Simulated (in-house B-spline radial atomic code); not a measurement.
Radial electron density of As9+, [Ar] 3d6. Level of theory: scalar-relativistic (X2C) PBE0, spin-polarised, spherical fractional occupations, Fermi nucleus of rms radius 4.0968 fm; calculated with an all-electron radial atomic-structure program (B-spline basis).

Caution: exact exchange at fractional occupations of open shells leaves self-interaction of up to several eV.

One-electron X2C: radii and densities carry no picture-change correction, so inner-shell <1/r> comes out high (for 1s by about 2 % at Z = 33, 5 % at 54, 10 % at 75, 30 % at 118) and <r> low.

Columns: r (bohr), 4πr²n(r) (electrons per bohr), bar.

```
 0.00171    1.201 #
 0.00203    1.612 #
 0.00241    2.155 ##
 0.00287    2.884 ###
 0.00341    3.827 ####
 0.00405    5.043 #####
 0.00482    6.618 ######
 0.00573    8.595 ########
 0.00681    11.04 ##########
 0.00809       14 #############
 0.00961    17.49 ################
  0.0114    21.43 ####################
  0.0136    25.87 ########################
  0.0161    30.23 ############################
  0.0192    34.52 ################################
  0.0228    37.97 ###################################
  0.0271     40.2 #####################################
  0.0322    40.81 ######################################
  0.0383    39.69 #####################################
  0.0455    37.31 ###################################
  0.0541    34.65 ################################
  0.0643    33.14 ###############################
  0.0764    34.01 ################################
  0.0908    37.62 ###################################
   0.108    42.81 ########################################
   0.128    46.94 ############################################
   0.152    47.36 ############################################
   0.181     42.6 ########################################
   0.215    34.35 ################################
   0.256    26.39 #########################
   0.304    22.75 #####################
   0.362    24.01 ######################
    0.43    27.02 #########################
   0.511    27.47 ##########################
   0.607    23.35 ######################
   0.722    16.05 ###############
   0.858    8.807 ########
    1.02    3.776 ####
    1.21    1.258 #
    1.44   0.3041 
    1.71  0.05322 
    2.04 0.005899
```

On this grid the curve has 3 maxima, near 0.0322, 0.152, 0.511 bohr.

The 3d up radial function P(r) = rR(r), positive near the nucleus:

| r (bohr) | P |
| --- | --- |
| 0.0136 | 0.001404 |
| 0.0192 | 0.003658 |
| 0.0271 | 0.009334 |
| 0.0383 | 0.02321 |
| 0.0541 | 0.0553 |
| 0.0764 | 0.1245 |
| 0.108 | 0.2605 |
| 0.152 | 0.4894 |
| 0.215 | 0.8165 |
| 0.304 | 1.157 |
| 0.43 | 1.336 |
| 0.607 | 1.196 |
| 0.858 | 0.7772 |
| 1.21 | 0.3331 |
| 1.71 | 0.0785 |
